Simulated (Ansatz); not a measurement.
`[BH2][GeH2][CH]=O` + CH₃SH → `BSC` + `O=[CH][GeH3]`  (cleavage of the B–Ge bond)

Program: Ansatz. Geometries: PBE0-D4/def2-TZVP. ΔE: electronic, gas phase. CBS: MP2 limit from def2 TZ/QZ plus the TZ coupled-cluster correction, frozen cores. This one scheme is used for every species. Functionals use def2-TZVPP. B3LYP here is the variant with VWN-RPA as its local correlation; programs differ in this. For Ge outer-core shells are correlated without core-valence functions, which leaves a few kJ/mol of doubt a bond. Scalar relativity is left out up to krypton. One conformer a species, not always the lowest.

CCSD(T)/CBS gives -27.5 kcal/mol.

(1) Another level gave -27.9 kcal/mol. Which?
A. B3LYP/def2-TZVPP
B. LDA (SPW92)/def2-TZVPP
C. MP2/def2-TZVPP
D. HF/def2-TZVPP

Largest T1 diagnostic among the species: 0.016.

## Answers

(1) A. B3LYP -27.9, HF/def2-TZVPP -26.0, MP2/def2-TZVPP -29.2, LDA (SPW92) -30.4 kcal/mol.

Leaving LDA and LC-ωPBE aside and taking each functional with its dispersion term where it has one, the values, not all of them listed here, spread over 1.7 kcal/mol, from B97M-V to BLYP-D4. LDA lies −2.2 kcal/mol from PBE without D4. At CCSD(T), def2-SVP lies −3.7 kcal/mol from the extrapolated value and def2-TZVPP −0.3 kcal/mol. In def2-TZVPP, CCSD(T) changes the Hartree–Fock value by −1.8 kcal/mol (the triples alone add −0.8 kcal/mol) and MP2 by −3.3 kcal/mol.
